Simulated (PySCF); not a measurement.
Numbering as in the mapped SMILES `[CH:1]#[C:2][Si@@:3]([F:4])([C:5]#[C:6][CH3:7])[N:8]([CH3:9])[CH3:10]` (H(Xn): hydrogen on atom n).

No relativistic terms, one computed conformer, gas phase, equivalent nuclei averaged. GFN2-xTB structure; shieldings: GIAO PBE0/pcSseg-1; PySCF 2.14.

δ = σ(ref) − σ, references computed at the same level: $^{13}$C (σ = 186.93 ppm), $^{1}$H (σ = 31.72 ppm), $^{29}$Si (σ = 349.16 ppm) against TMS; CFCl3 for $^{19}$F (σ = 170.95 ppm); $^{15}$N (σ = 267.73 ppm) against NH3.

```json
{"atoms": "C5", "nucleus": "$^{13}$C", "count": "1", "δ (ppm)": "84.2"}
{"atoms": "H(C9)/H(C10)", "nucleus": "$^{1}$H", "count": "6", "δ (ppm)": "2.67"}
{"atoms": "Si3", "nucleus": "$^{29}$Si", "count": "1", "δ (ppm)": "?"}
{"atoms": "C2", "nucleus": "$^{13}$C", "count": "1", "δ (ppm)": "?"}
{"atoms": "F4", "nucleus": "$^{19}$F", "count": "1", "δ (ppm)": "?"}
{"atoms": "C1", "nucleus": "$^{13}$C", "count": "1", "δ (ppm)": "98.7"}
{"atoms": "H(C7)", "nucleus": "$^{1}$H", "count": "3", "δ (ppm)": "2.05"}
{"atoms": "C9/C10", "nucleus": "$^{13}$C", "count": "2", "δ (ppm)": "?"}
{"atoms": "H(C1)", "nucleus": "$^{1}$H", "count": "1", "δ (ppm)": "1.76"}
{"atoms": "C7", "nucleus": "$^{13}$C", "count": "1", "δ (ppm)": "5.6"}
{"atoms": "N8", "nucleus": "$^{15}$N", "count": "1", "δ (ppm)": "34.1"}
{"atoms": "C6", "nucleus": "$^{13}$C", "count": "1", "δ (ppm)": "109.5"}
```

Q: Fill in the missing shifts.

A: 
- C2: 88.1 ppm, alkyne carbon; sp carbons lie upfield of alkene carbons because the cylindrical π system leaves one tensor component strongly shielded
- C9/C10: 37.9 ppm, methyl carbon bonded to N; deshielded by the electronegative neighbour
- Si3: -62.7 ppm, silicon bonded to 2 C, F, N
- F4: -164.8 ppm, fluorine bonded to Si

Shifts are as computed. Against solution values, carbons near 30 ppm lie about +3 ppm off and those near 130 ppm about +5 ppm. Of 1309 compounds with measured shifts, 239 miss one by over three times the rms of a fit or turn the order of signals round; such compounds aren't used in these exercises. Unscaled 19F shifts against computed CFCl3 carry errors that often reach 10 to 50 ppm. Experimental scales use liquid or dissolved standards, which lie at an offset from isolated NH3 (liquid NH3: subtract about 20 ppm).
